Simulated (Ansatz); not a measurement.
Program: Ansatz. Geometries: PBE0-D4/def2-TZVP. ΔE: electronic, gas phase. CBS: MP2 limit from def2 TZ/QZ plus the TZ coupled-cluster correction, frozen cores. DFT in def2-TZVPP. One conformer a species, not always the lowest.

`F[SiH](F)[Si](F)(F)F` + `[CH3][AlH][OH]` → `[CH3][AlH][O][SiH](F)F` + `F[SiH](F)F`  (cleavage of the Si–Si bond)

| level | ΔE (eV) |
| --- | --- |
| PBE0 | -1.77 |
| SCS-MP2/def2-TZVPP | -2.06 |

Task: What does CCSD(T)/CBS give? (An estimate is asked.)

Result: Computed: -1.97 eV. The listed levels differ from it by 0.20, -0.09 eV.

Largest T1 diagnostic among the species: 0.013.

From PBE to PBE0 (25 % exact exchange), in def2-TZVPP and without D4, ΔE moves by −0.16 eV. In def2-TZVPP, CCSD(T) changes the Hartree–Fock value by +0.26 eV (the triples alone add +0.04 eV) and MP2 by +0.19 eV.
